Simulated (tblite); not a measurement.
Species: C2H12SSi4.
Bonds: C1–S2, S2–C3, C3–Si4, Si4–Si5, Si5–Si6, Si6–Si7, Si4–Si7. Hydrogens: H8, H9, H10 on C1; H11, H12 on C3; H13 on Si4; H14, H15 on Si5; H16, H17 on Si6; H18, H19 on Si7.

Structure optimised with GFN2-xTB, isolated species.

(1) What internal coordinates does the optimisation give?

## Answers

(1) 
| bond | length (Å) |
| --- | --- |
| C1–S2 | 1.812 |
| S2–C3 | 1.820 |
| C3–Si4 | 1.919 |
| Si4–Si5, Si4–Si7 | 2.368 |
| Si5–Si6, Si6–Si7 | 2.355 |
| C1–H8, C1–H9, C1–H10 | 1.086 |
| C3–H11, C3–H12 | 1.089 |
| Si4–H13 | 1.472 |
| Si5–H14, Si7–H18 | 1.468 |
| Si5–H15, Si7–H19 | 1.470 |
| Si6–H16 | 1.469 |
| Si6–H17 | 1.468 |

Bonds in one row agree within 0.01 Å and their mean is given. A selection of angles:
| angle | degrees |
| --- | --- |
| S2–C1–H8 | 109.4 |
| S2–C1–H10 | 106.6 |
| H8–C1–H9 | 110.5 |
| H8–C1–H10 | 110.0 |
| C1–S2–C3 | 100.4 |
| S2–C3–Si4 | 114.2 |
| S2–C3–H11 | 103.8 |
| S2–C3–H12 | 107.5 |
| Si4–C3–H11 | 111.0 |
| H11–C3–H12 | 107.6 |
| C3–Si4–Si5 | 111.0 |
| C3–Si4–Si7 | 113.1 |
| C3–Si4–H13 | 103.4 |
| Si5–Si4–Si7 | 90.1 |
| Si5–Si4–H13 | 119.8 |
| Si4–Si5–Si6 | 89.6 |
| Si4–Si5–H14 | 114.4 |
| Si4–Si5–H15 | 118.1 |
| Si6–Si5–H14 | 114.5 |
| Si6–Si5–H15 | 117.5 |
| H14–Si5–H15 | 103.3 |
| Si5–Si6–Si7 | 90.7 |
| Si5–Si6–H16 | 115.9 |
| Si5–Si6–H17 | 117.1 |
| Si7–Si6–H17 | 116.0 |
| H16–Si6–H17 | 102.7 |
| Si4–Si7–H18 | 115.1 |

Dihedral angles: C1–S2–C3–Si4 65° (synclinal); S2–C3–Si4–Si5 169° (antiperiplanar); C3–Si4–Si5–Si6 112° (anticlinal); Si4–Si5–Si6–Si7 3° (synperiplanar); Si5–Si6–Si7–Si4 -3° (synperiplanar); C3–Si4–Si7–Si6 -110° (anticlinal). The mirror-image conformer, all signs reversed, is as good.

Si4 (SiH silicon) has angles from 90.1° to 119.8°. Si5 (SiH2 silicon) has angles from 89.6° to 118.1°. Of the pairs four or more bonds apart, Si4···H9 is among the closest relative to their van der Waals radii: 3.08 Å, 93 % of the sum of Bondi's values. Si6 (SiH2 silicon) has angles from 90.7° to 117.1°. The 4-membered ring Si4–Si5–Si6–Si7 has internal angles of 89.5° to 90.7°; it is slightly puckered (a soft mode that the optimisation may not have finished), 0.03 Å rms from its mean plane, widest ring torsion 3°.

Point group: C1 (no symmetry element, even within 0.4 Å). Its GFN2-xTB frequencies are all real (lowest 37 cm⁻¹). One conformer, not necessarily the lowest. 3 starts were optimised and ended at 0.00, 0.37 and 0.38 kcal/mol (GFN2-xTB); the lowest of these is shown.

All values are computed, not measured.
